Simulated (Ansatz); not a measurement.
Z-matrix (Å, degrees):
```
Si
N 1 1.730
O 1 1.639 2 108.1
H 1 1.490 2 110.4 3 -117.9
H 1 1.482 2 107.5 3 121.4
B 2 1.400 1 126.2 3 -110.3
H 2 1.011 1 116.8 3 68.3
C 3 1.408 1 123.4 2 -167.8
H 6 1.198 2 119.7 1 179.5
H 6 1.197 2 118.9 1 -0.8
H 8 1.097 3 111.7 1 48.3
H 8 1.095 3 111.3 1 -73.3
H 8 1.091 3 108.3 1 167.6
```

The species carries charge 0 and has multiplicity 1.

Q: List the PBE0/def2-TZVPP orbital energies in eV (Ansatz 0.2.0). (Estimate.)

A: Computed: Occupied: -1803.19, -522.75, -391.36, -279.58, -184.27, -145.41, -100.09, -100.08, -100.05, -28.58, -24.23, -19.44, -15.52, -14.85, -13.43, -12.94, -12.85, -11.80, -10.79, -10.00, -9.12, -8.95, -8.83, -8.22. Lowest empty: -0.17, 0.71, 0.90, 1.80, 2.02, 2.51, 2.83, 2.91.
